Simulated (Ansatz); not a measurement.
The cluster K2Na2. Charge 0, multiplicity 5. Geometry PBE/def2-TZVP; atoms count from 1.

Cartesian coordinates in Å:
```
Na -3.7139 0.8889 1.5649
Na -0.4324 -1.7964 0.5409
K 3.7732 -1.4551 -1.4644
K 0.3730 2.3626 -0.6413
```

At PBE0/def2-TZVP a broken-symmetry singlet of charge 0 lies 1.41 eV below the quintet, each at its own geometry. The structure comes from a short search, and lower isomers may exist.

Question: Estimate the Mulliken populations from the PBE0/def2-TZVP orbitals of Ansatz.

Answer: 
```csv
atom,charge (e),spin (α − β)
Na1,-0.03,1.03
Na2,0.04,0.96
K3,-0.02,1.02
K4,0.01,0.99
```
Mulliken values depend strongly on the basis.

Question: Where does the spin sit?

Answer: Summed by element: Na 1.99, K 2.01, of 4 unpaired in all. Largest on single atoms: Na1 1.03, K3 1.02, K4 0.99.
